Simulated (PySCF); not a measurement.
**Core-level binding energies of Cu(NH3)(OH)**

Species: Cu(NH3)(OH) (singlet state).
Bonds: Cu1–N2, Cu1–O6. Hydrogens: H3, H4, H5 on N2; H7 on O6.

Method: delta-SCF UKS SCAN, pcX-2 on the ionised atom (unc-x2c-TZVPall on a metal), pcseg-1 elsewhere, spin-free X2C (PySCF). These are vertical core ionisation energies against the vacuum level, from separate self-consistent calculations with and without the core hole.

List the computed XPS lines with their assignment.

```csv
atom(s),bonded to,level,binding energy (eV),2p1/2 (eV),count
Cu1,O and N,Cu 2p3/2,937.69,958.35,1
O6,H and Cu,O 1s,535.46,–,1
N2,3 H and Cu,N 1s,407.84,–,1
```

Which effective nuclear charge Zeff reproduces each element's mean 1s value in the hydrogen-like formula E = 13.606 eV × Zeff²?

N (Z = 7): mean 407.8 eV, Zeff = 5.47, Z − Zeff = 1.53; O (Z = 8): mean 535.5 eV, Zeff = 6.27, Z − Zeff = 1.73. Means run over the listed sites, weighted by atom count.

Spin–orbit coupling isn't in the SCF: each 2p doublet comes from a relaxed spin-free hole plus a matrix of the shell (mean-field spin–orbit coupling and the ground-state 2p splitting), with 2p3/2 averaged over its two sublevels. 2p1/2 minus 2p3/2 (ligand field included): Cu 20.66 eV. Satellites of the metal's 2p lines aren't described. Isolated species at its PBE0-D3(BJ)/def2-SVP geometry, gas phase. Metal 2p energies of this one-determinant scheme are less reliable than its 1s energies.
